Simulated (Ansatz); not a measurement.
**Abstraction of Br: C2H5BrMg + C2H3O → C2H5Mg + C2H3BrO**

Gas-phase species: C2H5BrMg `C[CH2][Mg][Br]`, singlet; C2H3O (acetyl radical) `C[C]=O`, doublet; C2H5Mg `C[CH2][Mg]`, doublet; C2H3BrO (acetyl bromide) `CC(=O)Br`, singlet. A radical takes Br: the energy is the difference in strength between the Mg–Br bond broken and the C–Br bond made.

Shapes, held fixed at every level: PBE0-D4/def2-TZVP. Programs: Ansatz 0.2.0. The zero-point and thermal change to 298 K, harmonic and unscaled (PBE0-D4/def2-TZVP), is +2.0 kJ/mol.

(1) Estimate ΔH(298 K) of this reaction.

## Answers

(1) The highest level, CCSD(T)/def2-TZVPP, gives ΔH(298 K) = +124.5 kJ/mol; the levels span +90.6 to +135.9. The column of differences is taken from that level and isn't an error. No measured value is set beside it here. Open shells run unrestricted. Relativity is left out for Br. Outer-core shells of Br, Mg are correlated, in sets that cover them unevenly.

```tsv
level	kind	ΔH(298 K) (kJ/mol)	less CCSD(T)/def2-TZVPP
MP2/def2-TZVPP	perturbation theory	+115.5	-9.0
PBE-D4/def2-TZVPP	GGA	+90.6	-33.9
r2SCAN-D4/def2-TZVPP	meta-GGA	+115.0	-9.5
BHLYP-D4/def2-TZVPP	global hybrid	+134.7	+10.2
r2SCAN0-D4/def2-TZVPP	global hybrid	+126.1	+1.6
wB97X-V/def2-TZVPP	range-separated hybrid	+135.9	+11.4
CCSD/def2-TZVPP	coupled cluster or CI	+133.4	+8.9
CCSD(T)/def2-TZVPP	coupled cluster or CI	+124.5	0.0
```
